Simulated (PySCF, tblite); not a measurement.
One entry of a table of gas-phase calculations, keyed by method. Lists by class give the value and the number of equivalent atoms.

```json
{
 "formula": "C7H15ClSi",
 "smiles": "C[C@]([SiH3])(Cl)CC1CCC1",
 "inchi": "InChI=1S/C7H15ClSi/c1-7(8,9)5-6-3-2-4-6/h6H,2-5H2,1,9H3/t7-/m1/s1",
 "charge": 0,
 "multiplicity": 1,
 "geometry_level": "GFN2-xTB",
 "electronic_structure_code": "PySCF",
 "results": {
  "GFN2-xTB geometry": {
   "point_group": "C1",
   "rotational_constants_GHz": [1.752, 0.721, 0.642]
  },
  "PBE0/pcSseg-1 ground state and GIAO shieldings, non-relativistic": {
   "dipole_D": 1.89,
   "homo_eV": -7.87,
   "lumo_eV": 0.43,
   "shift_vs_computed_TMS_C_by_class_ppm": [
    [61.0, 1],
    [58.7, 1],
    [34.2, 1],
    [32.7, 1],
    [31.2, 1],
    [28.2, 1],
    [17.1, 1]
   ],
   "shift_vs_computed_TMS_H_by_class_ppm": [
    [3.96, 3],
    [2.93, 1],
    [2.27, 1],
    [2.22, 1],
    [2.02, 1],
    [1.84, 1],
    [1.83, 1],
    [1.72, 1],
    [1.68, 1],
    [1.66, 3],
    [1.59, 1]
   ],
   "shielding_other_nuclei_by_class_ppm": [
    ["Si", 402.7, 1],
    ["Cl", 736.3, 1]
   ]
  },
  "GFN2-xTB harmonic vibrations, gas phase": {
   "strongest_ir_bands_cm-1_km_per_mol_modes": [
    [784.4, 239.0, 1],
    [790.9, 274.9, 1],
    [2252.3, 330.7, 1],
    [2284.3, 257.3, 1],
    [2324.0, 217.8, 1],
    [3016.2, 194.6, 2]
   ],
   "zpe_kcal_per_mol": 124.3
  }
 }
}
```

The dipole matches unit charges of opposite sign 0.39 Å apart (1 e·Å = 4.8032 D). The zero-point energy, half the sum of the 66 harmonic wavenumbers, equals 43490 cm⁻¹ or 520 kJ/mol. The rotational constants make it an asymmetric top with κ = (2B − A − C)/(A − C) = -0.86, nearer the prolate limit (−1).

 NMR classes are plain means over equivalent atoms (diastereotopic ones count apart unless rotation or inversion swaps them), as if these changed places fast; in this geometry the members of some classes differ.

Conformer computed: `[CH3:1][C@:2]([SiH3:3])([Cl:4])[CH2:5][CH:6]1[CH2:7][CH2:8][CH2:9]1`: C1–C2–C5–C6 179°, C2–C5–C6–C7 -170°.

One conformer stands for the species.
